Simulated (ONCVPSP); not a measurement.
# Cutoff test, cadmium (Cd), ONCV

ONCVPSP 4.0.1 input, shortened (lines: element, Z, core and valence counts, functional; n l f; lmax; l rc ep ncon nbas qcut; lloc lpopt rc5 dvloc0; l nproj debl; icmod fcfact rcfact), PBE, scalar-relativistic:

```
  Cd 48.00    7    3        4      upf
    1    0    2.00
    2    0    2.00
    2    1    6.00
    3    0    2.00
    3    1    6.00
    3    2   10.00
    4    0    2.00
    4    1    6.00
    4    2   10.00
    5    0    2.00
    2
    0    2.35    0.00    4    7    2.70
    1    1.45    0.00    5    8    8.80
    2    1.55    0.00    4    8   10.90
    4    5    1.25    0.00
    0    2    2.90
    1    2    1.80
    2    2    1.40
    3    2.50    1.25
```

In the p channel the program set the typed energies aside and used -2.461, 0.250 Ha.

Question: For each optimised wave give the share of its norm inside rc, the residual kinetic energy above qcut (Ha) and the cutoffs (Ha) for errors of 10, 1, 0.1 and 0.01 mHa per electron.

Answer:

| wave | norm inside rc | residual KE | 10 mHa | 1 mHa | 0.1 mHa | 0.01 mHa |
| --- | --- | --- | --- | --- | --- | --- |
| 5s | 0.352 | 2.9e-03 | 2.7 | 7.2 | 19.0 | 22.8 |
| s projector 2 | 0.159 | 2.7e-01 | 10.9 | 25.3 | 29.9 | 33.5 |
| 4p | 0.911 | 1.0e-04 | 15.2 | 29.2 | 39.4 | 91.0 |
| p projector 2 | 0.062 | 4.5e-05 | 13.0 | 17.9 | 35.6 | 61.2 |
| 4d | 0.741 | 2.8e-08 | 28.5 | 36.5 | 43.1 | 48.6 |
| d projector 2 | 0.123 | 2.0e-08 | 25.5 | 34.2 | 41.8 | 47.8 |

The occupied waves need 36 Ha and 43 Ha for 1 and 0.1 mHa. Note: ghosts flagged at negative energy: s at -49.8 eV; no localised positive-energy state flagged. A true bound ghost makes a file unfit for plane-wave use.
